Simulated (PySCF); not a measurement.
Al(Me)(NHMe)(OH) (C₂H₈AlNO), SMILES [NH]([Al]([CH3])[OH])C. The structure is a stationary point at B3LYP-D3(BJ)/def2-SVP. The structure was generated by enumeration; whether it is a known compound was not checked. Other conformers were not sampled.

**Question.** Give the equilibrium geometry at B3LYP-D3(BJ)/def2-SVP (PySCF confirms it by a frequency run) as Cartesian coordinates in Å. (The exact figures need the calculation; the answer reports its results.)

**Answer.** One answer among several that fit: 
```xyz
13

Al     0.1869     0.2142     0.4156
C      1.4315    -0.0994     1.8798
H      1.9197    -1.0861     1.8253
H      0.9149    -0.0333     2.8524
H      2.2245     0.6676     1.8893
N     -0.0828    -1.0011    -0.8608
C     -0.9571    -0.9498    -2.0169
H      0.4312    -1.8778    -0.8143
H     -1.7261    -1.7470    -2.0153
H     -0.4114    -1.0271    -2.9777
H     -1.4993     0.0101    -2.0395
O     -0.6568     1.7018     0.3753
H     -1.2959     1.9968    -0.2776
```
